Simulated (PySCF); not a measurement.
C2H6F2OSi: core ionisation energies

Species: C2H6F2OSi.
Cartesian coordinates in Å at the GFN2-xTB level; atoms count from 1:
```
atom  x, y, z in Å
C1    -1.8056   -0.0919   -0.4312
C2    -0.6459   -0.3144    0.5267
O3     0.4179    0.5399    0.1827
Si4    1.9937    0.3648    0.0476
F5     2.3705   -0.7934   -0.9886
F6     2.4484    1.7088   -0.6612
H7    -2.6427   -0.7254   -0.1514
H8    -2.1171    0.9488   -0.4006
H9    -1.4993   -0.3326   -1.4460
H10   -0.9454   -0.0779    1.5542
H11   -0.3196   -1.3585    0.4904
H12    2.7464    0.1311    1.2514
```

Computed with delta-SCF UKS SCAN, pcX-2 on the ionised atom, pcseg-1 elsewhere, spin-free X2C in PySCF 2.14.0. Vertical ΔSCF values, vacuum level as zero.

Question: List the computed XPS lines with their assignment.

Answer: 
```csv
atom(s),environment,level,binding energy (eV),2p1/2 (eV),above the level's lowest (eV),count
C1,methyl carbon,C 1s,291.01,–,0.00,1
C2,sp3 carbon bound to oxygen,C 1s,292.95,–,+1.94,1
O3,silyl ether oxygen,O 1s,538.83,–,0.00,1
Si4,fluorine-bound silicon,Si 2p3/2,109.25,109.88,0.00,1
Si4,fluorine-bound silicon,Si 1s,1849.50,–,0.00,1
F5/F6,silicon-bound fluorine,F 1s,692.83,–,0.00,2
```

Lowest listed C 1s: C1, bonded to C and 3 H. Highest, 1.94 eV above it: C2, bonded to O, C and 2 H. Summing the Pauling electronegativity differences to the bonded atoms, each weighted by its formal bond order, gives -1.05 for the lowest site and +0.19 for the highest.

Question: What is the longest wavelength that can ionise C 1s of C1 vertically?

Answer: λ = hc/E = 12398.42 eV Å / 291.01 eV = 42.605 Å.

Topologically equivalent atoms share the value of their first member; where this conformer doesn't relate them by symmetry, their own values could differ. 2p3/2 and 2p1/2 are the ΔSCF energy of one spin-free 2p hole plus the eigenvalues of a spin–orbit and ligand-field matrix of the shell. 2p1/2 minus 2p3/2 (ligand field included): Si 0.63 eV. One conformer (not necessarily the lowest) at the GFN2-xTB geometry, without solvent, vibrations or thermal averaging. GFN2-xTB frequencies show an imaginary mode (27i cm⁻¹), so this geometry is no minimum at that level.
